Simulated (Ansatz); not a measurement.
Relaxation of [MoO3Br]- (MoBrO₃⁻) with RKS r2SCAN-D4/def2-SVPD.

```sh
$ ansatz run in.yaml --threads 4 --pin off --events-out ev --progress --plain --max-ram 3916MiB
```

```yaml
crystal:
  periodic: [false, false, false]
  atoms:
    - {symbol: Mo, position_ang: [0.121220, 0.212290, 0.087520]}
    - {symbol: O, position_ang: [0.037020, 0.033350, 1.727600]}
    - {symbol: O, position_ang: [1.635490, 0.065090, -0.557070]}
    - {symbol: O, position_ang: [-0.788340, 1.444670, -0.531280]}
    - {symbol: Br, position_ang: [-1.005400, -1.755410, -0.726780]}
basis:
  gaussian: {orbitals: def2-SVPD}
total_charge: -1
hamiltonian: {xc: r2scan, dispersion: d4}
scf: {lower_state_search: "off"}
output: {orbitals: {seedname: orbitals}}
relax: {f_tol: 0.02, max_steps: 100}
```

Run time 8.5 s (4 threads of Arm Neoverse V2 on a shared host).

Positions (Å) and forces (eV/Å) at steps 1, 2, 4 of 4:

```xyz
5
step=1 energy=-78035.6365 eV
Mo    0.121    0.212    0.088   -2.011   -3.553   -1.477
O     0.037    0.033    1.728    0.148    0.165    5.200
O     1.635    0.065   -0.557    4.912    0.261   -1.633
O    -0.788    1.445   -0.531   -2.324    4.388   -1.565
Br   -1.005   -1.755   -0.727   -0.725   -1.261   -0.525
5
step=2 energy=-78036.4682 eV
Mo    0.071    0.124    0.051    0.280    0.470    0.200
O     0.081    0.110    1.783   -0.022   -0.032   -0.287
O     1.701    0.142   -0.533   -0.282   -0.036    0.078
O    -0.756    1.539   -0.507    0.109   -0.255    0.072
Br   -1.097   -1.915   -0.794   -0.085   -0.148   -0.062
5
step=4 energy=-78036.4729 eV
Mo    0.075    0.132    0.054    0.002   -0.003    0.002
O     0.082    0.111    1.780    0.000    0.001   -0.001
O     1.698    0.143   -0.532   -0.002    0.000    0.000
O    -0.753    1.538   -0.506   -0.001   -0.002   -0.001
Br   -1.102   -1.924   -0.797    0.001    0.004    0.000
```

In the def2 sets Mo takes a core potential; there is no spin–orbit coupling. The relaxation made no stability test and no search for a lower SCF solution.
